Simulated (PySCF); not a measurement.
**Xe³⁺ (xenon, charge +3) across methods**

[Kr] 4d10 5s2 5p3, high-spin 4S determinant. Computed with PySCF 2.14 in aug-cc-pVQZ-PP with ECP28MDF, with scalar relativity through the core potential.

```tsv
method	E (hartree)	mean ε 5s α (eV)	mean ε 5s β (eV)	mean ε 5p α (eV)	Σ⟨r²⟩ (bohr²)	⟨S²⟩
LDA	-326.5380	-51.600	-49.249	-38.139	34.23	3.750
UHF	-326.06160	-60.419	-51.582	-43.396	34.51	3.751
M06-2X	-326.9719	-56.403	-49.874	-41.031	34.23	3.753
BLYP	-326.9665	-51.122	-48.822	-37.743	34.26	3.750
r2SCAN	-327.1335	-52.454	-48.543	-38.659	34.18	3.751
PBE0	-327.0270	-53.942	-49.766	-39.635	34.22	3.751
PBE	-326.9972	-51.423	-48.653	-38.075	34.22	3.751
B97-3	-327.0830	-53.964	-49.775	-39.564	34.20	3.751
TPSS	-326.8936	-51.645	-48.407	-38.225	34.23	3.751
```

Energies and moments cover only the electrons outside the core potential.
